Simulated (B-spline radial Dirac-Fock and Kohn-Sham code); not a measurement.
## X-ray form factors of cerium in several charge states

Calculated with a radial atomic solver, using relativistic Hartree-Fock (Dirac-Fock) wave functions, averaged over the configuration.

Configurations: Ce⁴⁸⁺ [He] 2s2 2p6; Ce⁴⁹⁺ [He] 2s2 2p5; Ce⁵⁰⁺ [He] 2s2 2p4; Ce⁵²⁺ [He] 2s2 2p2; Ce⁵³⁺ [He] 2s2 2p1. The first column is f₀ of Ce⁴⁸⁺, the others are differences from it.

| s (Å⁻¹) | Ce⁴⁸⁺ | Δ Ce⁴⁹⁺ | Δ Ce⁵⁰⁺ | Δ Ce⁵²⁺ | Δ Ce⁵³⁺ |
| --- | --- | --- | --- | --- | --- |
| 0 | 10.000 | -1.000 | -2.000 | -4.000 | -5.000 |
| 0.05 | 9.998 | -1.000 | -2.000 | -3.999 | -4.999 |
| 0.1 | 9.994 | -0.999 | -1.998 | -3.997 | -4.996 |
| 0.15 | 9.986 | -0.998 | -1.996 | -3.993 | -4.991 |
| 0.2 | 9.975 | -0.997 | -1.994 | -3.988 | -4.985 |
| 0.25 | 9.961 | -0.995 | -1.990 | -3.981 | -4.976 |
| 0.3 | 9.943 | -0.993 | -1.986 | -3.972 | -4.966 |
| 0.35 | 9.923 | -0.990 | -1.981 | -3.962 | -4.954 |
| 0.4 | 9.900 | -0.987 | -1.975 | -3.951 | -4.940 |
| 0.45 | 9.873 | -0.984 | -1.968 | -3.938 | -4.924 |
| 0.5 | 9.844 | -0.980 | -1.961 | -3.924 | -4.906 |
| 0.6 | 9.776 | -0.971 | -1.944 | -3.891 | -4.866 |
| 0.7 | 9.697 | -0.961 | -1.924 | -3.852 | -4.818 |
| 0.8 | 9.607 | -0.950 | -1.901 | -3.808 | -4.764 |
| 0.9 | 9.506 | -0.937 | -1.876 | -3.759 | -4.704 |
| 1 | 9.395 | -0.923 | -1.848 | -3.705 | -4.637 |
| 1.1 | 9.274 | -0.908 | -1.818 | -3.647 | -4.565 |
| 1.2 | 9.145 | -0.891 | -1.786 | -3.584 | -4.487 |
| 1.4 | 8.860 | -0.855 | -1.715 | -3.446 | -4.317 |
| 1.6 | 8.547 | -0.816 | -1.637 | -3.295 | -4.131 |
